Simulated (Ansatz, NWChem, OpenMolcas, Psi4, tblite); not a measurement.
## Ligand exchange: BCl3 + SClO2F → BCl2F + SCl2O2

Species: BCl3 (boron trichloride) `ClB(Cl)Cl`, singlet; SClO2F (sulfuryl chloride fluoride) `O=S(=O)(F)Cl`, singlet; BCl2F (dichlorofluoroborane) `FB(Cl)Cl`, singlet; SCl2O2 (sulfuryl chloride) `O=S(=O)(Cl)Cl`, singlet. The partners trade Cl for F: B–Cl and S–F bonds give way to B–F and S–Cl.

Shapes, held fixed at every level: PBE0-D4/def2-TZVP. Programs: Ansatz 0.2.0, NWChem 7.3.0, OpenMolcas 26.06, Psi4 1.11, tblite 0.8.0. A level may come from different programs for different species; with the same settings they agree closely. The zero-point and thermal change to 298 K, harmonic and unscaled (PBE0-D4/def2-TZVP), is +0.3 kJ/mol.

(1) Estimate ΔH(298 K) of this reaction.

## Answers

(1) The highest level, CCSD(T)/CBS estimate, gives ΔH(298 K) = -36.4 kJ/mol; the levels span -57.5 to -27.1. The column of differences is taken from that level and isn't an error. No measured value is set beside it here. The CBS estimate extrapolates MP2 from def2-TZVPP and def2-QZVPP and adds CCSD(T) − MP2 in the triple-zeta set, cores frozen.

| level | kind | ΔH(298 K) (kJ/mol) | less CCSD(T)/CBS estimate |
| --- | --- | --- | --- |
| GFN1-xTB | semi-empirical | -57.5 | -21.1 |
| HF/def2-SVP | Hartree–Fock | -34.6 | +1.8 |
| HF/def2-TZVPP | Hartree–Fock | -27.1 | +9.3 |
| B3LYP/6-31G* (spherical functions) | global hybrid | -38.5 | -2.1 |
| BHLYP-D4/def2-TZVPP | global hybrid | -36.5 | -0.1 |
| r2SCAN0-D4/def2-TZVPP | global hybrid | -33.4 | +3.0 |
| CCSD(T)/def2-SVP | coupled cluster or CI | -39.7 | -3.3 |
| CCSD/def2-TZVPP | coupled cluster or CI | -30.8 | +5.6 |
| CCSD(T)/CBS estimate | coupled cluster or CI | -36.4 | 0.0 |
